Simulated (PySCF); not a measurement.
## Working out the excitation energy of O²⁺

O²⁺ [He] 2s2 2p2 (3P) → O²⁺ [He] 2s2 2p1 3s1 (3P). Calculation: PySCF 2.14, in aug-cc-pVDZ-DK (4s3p2d, 23 functions); the spin-free X2C one-electron Hamiltonian (Gaussian nucleus). Frozen: 1s2. Energies in hartree (1 hartree = 27.21139 eV):

```csv
part,O²⁺ (lower),O²⁺ (upper)
UHF,-73.136229,-71.902371
CCSD correlation,-0.078975,-0.092540
(T),-0.000658,-0.001240
```

Q: What does Hartree-Fock give?

A: (-71.902371) − (-73.136229) = 1.233858 hartree = 33.575 eV.

Q: What do CCSD and CCSD(T) give?

A: The CCSD correlation energies differ by -0.013565 hartree = -0.369 eV and the triples by -0.000582 hartree = -0.016 eV, so CCSD gives 33.206 eV and CCSD(T) 33.190 eV.

A double-zeta basis recovers only part of the correlation energy.
